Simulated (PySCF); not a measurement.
Electron correlation in Sn²⁺ (tin, charge +2)

[Kr] 4d10 5s2, closed-shell 1S. Computed with PySCF 2.14 in x2c-QZVPPall with one added diffuse shell each of s, p, d, f type (14s10p8d5f1g, 128 functions), with scalar relativity by spin-free X2C-1e. Frozen: [Ar] 3d10; 20 electrons correlated.

MP2 pair energies summed by pair of shells (mhartree):

| pair | energy | share (%) |
| --- | --- | --- |
| 4d-4d | -331.56 | 48.8 |
| 4p-4d | -122.76 | 18.1 |
| 4d-5s | -94.45 | 13.9 |
| 4p-4p | -42.50 | 6.3 |
| 4s-4d | -30.08 | 4.4 |
| 5s-5s | -25.83 | 3.8 |
| 4s-4p | -17.12 | 2.5 |
| 4p-5s | -10.52 | 1.5 |
| 4s-4s | -3.63 | 0.5 |
| 4s-5s | -1.26 | 0.2 |

Total MP2 correlation energy: -679.72 mhartree.

Same-spin part -230.53 and opposite-spin part -449.19 mhartree; SCS-MP2 scales them by 1/3 and 6/5 to -615.87 mhartree.

This basis was not built for core-valence correlation, so the inner-shell part is incomplete.
